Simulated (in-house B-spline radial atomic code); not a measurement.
Ionising Rh8+ with different functionals

Computed with an all-electron radial atomic-structure program (B-spline basis): four-component Dirac-Coulomb Hamiltonian, Fermi nucleus of rms radius 4.4945 fm, spin-restricted, spherical fractional occupations for the functionals. The ionisation energy is the difference of two self-consistent energies, [Kr] 4d1 → [Ar] 3d10 4s2 4p6, without Breit or QED terms; ε is the level of the shell that loses the electron (mean over j). The electron is taken from both j subshells in proportion to 2j + 1, so the result is a j average, not the step between ground levels.

Hybrids are left out here: with spherical fractional occupations of an open shell their exact exchange keeps a self-interaction that integer-occupation calculations don't have.

| method | rung | ΔSCF (eV) | -ε(4d) (eV) |
| --- | --- | --- | --- |
| LDA VWN5 | LDA | 135.06 | 125.25 |
| relativistic LDA | LDA | 135.08 | 125.27 |
| LDA PW92 | LDA | 135.05 | 125.24 |
| LDA exchange-only | LDA | 133.17 | 123.37 |
| PBE | GGA | 134.85 | 125.04 |
| PBEsol | GGA | 134.82 | 125.02 |
| BLYP | GGA | 134.70 | 124.88 |
| RPBE | GGA | 134.82 | 125.02 |
| PW91 | GGA | 134.96 | 125.15 |
| BP86 | GGA | 134.89 | 125.09 |
| AM05 | GGA | 134.86 | 125.05 |
| OLYP | GGA | 135.34 | 125.50 |

(1) How do they compare with the NIST value?

## Answers

(1) NIST lists 135 eV ± 2.2 (tabulated theory, ground level to ground level). Errors run from -1.83 to +0.34 eV; all lie within about twice that uncertainty, so the table can't rank the methods.
